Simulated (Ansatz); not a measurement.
`O[Si](F)(F)[SiH3]` + silanol → `O[SiH2][Si](O)(F)F` + SiH₄  (formal exchange of groups at the Si–Si bond)

Isolated molecules relaxed with PBE0-D4/def2-TZVP in Ansatz; ΔE leaves out vibrations. CCSD(T)/CBS adds triple-zeta CCSD(T) − MP2 to the extrapolated MP2 energy (def2 sets, frozen cores). This one scheme is used for every species. Functionals use def2-TZVPP. B3LYP here is the variant with VWN-RPA as its local correlation; programs differ in this. Each species was taken in one conformer, which may not be the lowest.

`O[Si](F)(F)[SiH3]`:

Cartesian coordinates in Å:
```
O -0.521 1.835 0.276
Si -0.141 0.342 0.781
F 1.088 0.403 1.791
F -1.334 -0.263 1.645
Si 0.338 -0.997 -1.061
H -0.748 2.520 0.908
H 0.681 -2.364 -0.592
H 1.489 -0.420 -1.801
H -0.851 -1.057 -1.948
```

`O[SiH3]`:

Cartesian coordinates in Å:
```
O 0.983 0.639 0.518
Si -0.246 -0.307 -0.039
H 1.107 1.497 0.109
H -1.569 0.353 0.131
H -0.196 -1.550 0.764
H -0.079 -0.631 -1.483
```

`O[SiH2][Si](O)(F)F`:

Cartesian coordinates in Å:
```
O 2.348 -0.392 -0.304
Si 1.133 0.230 0.623
Si -0.953 -0.269 -0.316
O -2.110 0.603 0.413
F -0.921 0.045 -1.881
F -1.321 -1.817 -0.240
H 2.369 -0.157 -1.232
H 1.228 1.710 0.758
H 1.263 -0.398 1.958
H -3.036 0.445 0.221
```

SiH₄:

```xyz
5

Si    0.000    0.000    0.000
H     1.206   -0.134   -0.855
H    -1.212   -0.301   -0.803
H    -0.084    1.387    0.523
H     0.090   -0.952    1.136
```

| level | ΔE (eV) |
| --- | --- |
| r2SCAN-D4 | 0.07 |
| PBE0-D4 | 0.06 |
| B2PLYP | 0.07 |
| PBE | 0.06 |
| PBE0 | 0.08 |
| B3LYP | 0.07 |
| SCS-MP2/def2-QZVPP | 0.08 |
| HF/CBS(def2) | 0.09 |

Q: What does CCSD(T)/CBS give? (Best estimate.)

A: Computed: +0.08 eV. The listed levels differ from it by -0.01, -0.02, -0.01, -0.02, 0.00, -0.01, 0.00, 0.01 eV.

Largest T1 diagnostic among the species: 0.013.
